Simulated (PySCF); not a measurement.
Record of a relaxation.

C4H5B.
Bonds: B1–C2, C2–C3 (double), C2–C4, C4–C5 (triple). Hydrogens: H6, H7 on B1; H8, H9 on C3; H10 on C5.

Method: PySCF 2.14.0, PBE0-D3(BJ)/def2-SVP geometry optimisation, gas phase; density fitting, grid level 1; the optimiser is geomeTRIC in internal coordinates, started from a GFN2-xTB structure with every atom displaced at random (about 0.01 Å). The frame can shift and turn from step to step; on so coarse a grid that alone can change the energy by a few meV, and forces under 0.02 eV/Å are noise.

Step 0: E = -4892.5220 eV, largest atomic force 6.332 eV/Å
```
atom  x, y, z in Å  |  force x, y, z in eV/Å
B1     -0.936    1.233    0.411   -0.476   0.254  -0.012
C2     -0.239   -0.071    0.046    1.505  -0.349  -0.394
C3     -0.879   -1.260    0.047    1.549   0.515  -0.153
C4      1.177   -0.025   -0.303   -6.140  -0.375   1.498
C5      2.305    0.025   -0.601    4.212   0.220  -1.028
H6     -2.094    1.233    0.689   -0.463  -0.113   0.144
H7     -0.366    2.270    0.391    0.357   0.457   0.028
H8     -1.886   -1.331    0.308   -2.028  -0.065   0.475
H9     -0.353   -2.173   -0.174    0.270  -0.600  -0.230
H10     3.321    0.079   -0.835    1.215   0.057  -0.330
```

Step 1: E = -4892.7689 eV, largest atomic force 0.624 eV/Å
```
atom  x, y, z in Å  |  force x, y, z in eV/Å
B1     -1.022    1.231    0.381    0.152  -0.055   0.017
C2     -0.265   -0.085    0.032   -0.187   0.110  -0.013
C3     -0.929   -1.263    0.110   -0.419  -0.130   0.085
C4      1.108   -0.056   -0.361    0.615   0.041  -0.097
C5      2.283   -0.005   -0.679   -0.438  -0.003   0.130
H6     -2.191    1.172    0.671   -0.062  -0.039   0.002
H7     -0.451    2.293    0.380   -0.007   0.024  -0.024
H8     -1.994   -1.298    0.404    0.386   0.073  -0.091
H9     -0.443   -2.218   -0.115   -0.002  -0.016   0.008
H10     3.323    0.043   -0.947   -0.037  -0.005  -0.017
```

Step 2: E = -4892.7736 eV, largest atomic force 0.140 eV/Å
```
atom  x, y, z in Å  |  force x, y, z in eV/Å
B1     -1.016    1.223    0.384    0.011  -0.038  -0.029
C2     -0.258   -0.087    0.029    0.070  -0.011  -0.030
C3     -0.934   -1.261    0.108   -0.114   0.069   0.044
C4      1.120   -0.056   -0.358    0.063  -0.011   0.011
C5      2.290   -0.002   -0.677   -0.060   0.011   0.020
H6     -2.187    1.132    0.667   -0.010   0.039   0.021
H7     -0.464    2.295    0.378   -0.009  -0.006   0.002
H8     -1.987   -1.248    0.407    0.047  -0.076  -0.025
H9     -0.473   -2.230   -0.108    0.006   0.026  -0.003
H10     3.327    0.048   -0.954   -0.004  -0.002  -0.012
```

Step 3: E = -4892.7748 eV, largest atomic force 0.119 eV/Å
```
atom  x, y, z in Å  |  force x, y, z in eV/Å
B1     -1.014    1.225    0.383   -0.010   0.014  -0.011
C2     -0.261   -0.087    0.031   -0.019  -0.024   0.008
C3     -0.938   -1.261    0.110    0.110  -0.010  -0.031
C4      1.118   -0.058   -0.354   -0.108  -0.027   0.041
C5      2.287   -0.002   -0.674    0.065   0.014  -0.019
H6     -2.186    1.152    0.674    0.014   0.004   0.005
H7     -0.455    2.294    0.371   -0.005   0.003   0.001
H8     -1.990   -1.275    0.402   -0.056   0.037   0.018
H9     -0.464   -2.223   -0.109    0.004  -0.009  -0.005
H10     3.322    0.049   -0.956    0.005  -0.002  -0.006
```

Step 4: E = -4892.7751 eV, largest atomic force under 0.02 eV/Å
```
atom  x, y, z in Å  |  force x, y, z in eV/Å
B1     -1.014    1.226    0.382    0.003   0.002   0.006
C2     -0.262   -0.089    0.032    0.003  -0.007  -0.004
C3     -0.936   -1.264    0.110   -0.009   0.008  -0.003
C4      1.116   -0.059   -0.352    0.003  -0.005   0.011
C5      2.285   -0.002   -0.674    0.012   0.009  -0.005
H6     -2.185    1.158    0.677    0.002  -0.008  -0.001
H7     -0.452    2.293    0.367   -0.002   0.003  -0.007
H8     -1.989   -1.273    0.400   -0.010  -0.003   0.005
H9     -0.463   -2.227   -0.110    0.000   0.004   0.000
H10     3.319    0.050   -0.957    0.000  -0.003  -0.003
```

Problem. Summarise the path.

Solution. The energy falls by 0.2531 eV from step 0 to step 4; nine tenths of that is first reached at step 1. It falls at every step. The largest force goes from 6.332 to under 0.02 eV/Å. Among the bonds C3–H8 changes most, from 1.043 to 1.093 Å; the atoms move by 0.060 Å rms after alignment.

What follows is the cost of the whole optimisation. Hardware: one thread, Intel Xeon 6975P-C (x86_64), shared host with 192 logical CPUs at a one-minute load of 53. Cost: 9.1 s, 0.39 GiB resident at most.
